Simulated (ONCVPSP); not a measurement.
**Which change was made? (Ru, ONCV)**

```
Element                 : Ru
Generator               : ONCVPSP 4.0.1
Type                    : optimised norm-conserving Vanderbilt (ONCV)
Functional              : PBE
Relativity              : non-relativistic
Frozen core             : [Ar] 3d10
Valence charge          : 16
Reference configuration : 4s2 4p6 4d5 (charge +3)
Partial waves           : 4s: rc 1.25 bohr, ncon 4, nbas 7, qcut 6.7 1/bohr, 3 projectors, debl 2.6 Ha; 4p: rc 1.30 bohr, ncon 3, nbas 5, qcut 5.2 1/bohr, 1 projector; 4d: rc 1.55 bohr, ncon 3, nbas 7, qcut 5.4 1/bohr, 2 projectors, debl 2.7 Ha
Local potential         : polynomial inside 1.20 bohr (lpopt 5, dvloc0 1 Ha)
Core correction         : Teter function, parameters optimised by the program
```

In the s channel the program set the typed energies aside and used -3.903, 0.250, 2.850 Ha.

Cutoffs, loose and tight: the cutoffs (Ha) at which the residual kinetic energy of the hardest occupied pseudo-wave falls to 1 and 0.1 mHa per electron. They do not see the model core or the augmentation charge, which bear on the density cutoff. Test errors are all-electron minus pseudo excitation energies from the reference, over the configurations 4s2 4p6 4d7 5s1; 4s2 4p6 4d7; 4s2 4p6 4d6; 4s2 4p6 4d7 5p1; variants that change the core or the reference have their own tests.

The base gives: outcome: generated, projector energies reset by the program; cutoff, loose: 73 Ha; cutoff, tight: 114 Ha; bound ghosts: none; GHOST(+) flags above zero: s; largest test error (meV): +53.

(1) After one change the result is: outcome: generated, projector energies reset by the program; bound ghosts: none; GHOST(+) flags above zero: s, d; largest test error (meV): +72. Which change was it?
A. s: qcut 7.4; p: qcut 5.7; d: qcut 5.9
B. s: qcut 5.2; p: qcut 4; d: qcut 4.2
C. s: qcut 9; p: qcut 7; d: qcut 7.3

## Answers

(1) B. The others give: s: qcut 9; p: qcut 7; d: qcut 7.3 → outcome: failed: ERROR pspot: first pseudo wave function has node, program will stop | s: qcut 7.4; p: qcut 5.7; d: qcut 5.9 → outcome: generated, projector energies reset by the program; cutoff, loose: 45 Ha; cutoff, tight: 94 Ha; bound ghosts: none; GHOST(+) flags above zero: s; largest test error (meV): +44.
